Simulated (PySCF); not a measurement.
Iodine: a sound run and one with changed settings

Sound run: I [Kr] 4d10 5s2 5p5, I⁺ [Kr] 4d10 5s2 5p4. All numbers are calculated (PySCF 2.14, a scalar-relativistic core potential, in def2-SVP with the def2 core potential (28 electrons)). The sound run starts from symmetry-adapted Hartree-Fock orbitals and uses a fine grid where one is needed.

Changed run: radial step 0.3 in ln r (0.13 in the sound run). This setting is unsound on purpose.

```csv
species,method,sound run (hartree),changed run (hartree),converged
I,UHF,-296.64961,-296.64961,yes
I,B3LYP,-297.76847,-297.76891,yes
I,PBE0,-297.68435,-297.68314,yes
I⁺,UHF,-296.29709,-296.29709,yes
I⁺,B3LYP,-297.37780,-297.37822,yes
I⁺,PBE0,-297.29657,-297.29531,yes
```

Ionisation energy of I:

```tsv
method	sound run (eV)	changed run (eV)
UHF	9.592	9.592
B3LYP	10.631	10.631
PBE0	10.552	10.553
```

A coarse radial grid mis-integrates the density and the exchange-correlation energy, with errors of either sign; Hartree-Fock needs no grid.

For comparison, NIST gives 10.451 eV between the lowest levels.
